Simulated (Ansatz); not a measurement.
A made-up structure of CH$_{3}$BTe, closed shell:

B1  (-0.496, -0.581, -0.463)
C2  (0.186, 0.594, 0.215)
Te3  (1.048, -1.405, 0.689)
H4  (-1.362, -0.916, -1.196)
H5  (-1.065, 0.331, -0.873)
H6  (-0.255, 1.076, 1.083)
(Å)

It is relaxed with PBE-D4/def2-SVP and then PBE0-D4/def2-TZVP (Ansatz 0.2.0). Atoms count as bonded within 1.22 times the sum of their covalent radii (H–H: 0.88 Å). The end point is not checked to be a true minimum.

Problem. Does its bonding change? (A judgement: the text doesn't fix the answer.)

Solution. By the calculation: Yes. Formed: C2–H5; broken: B1–H5.

Where it ends: The first stage lowers the energy by 3.93 eV in 15 steps. It ends as CH₃BTe ([BH]1[CH2][Te]1):
```
6
angstrom
B -0.3693 -0.6902 -0.8010
C -0.4423 0.3965 0.2564
Te 0.7155 -1.4154 0.8382
H -0.6913 -1.0130 -1.8928
H -1.3342 0.5354 0.8607
H 0.1771 1.2866 0.1928
```

Labels in which every atom is bracketed show which atoms are joined, not bond orders.

For scale, one of the runs: PBE0-D4/def2-TZVP relaxation, 130 basis functions, launched by `ansatz run in.yaml --threads 2 --pin off --events-out ev --progress --plain --max-ram 4352MiB`. The run took about 17 s on 2 CPU threads of an Arm Neoverse V2 (shared host).
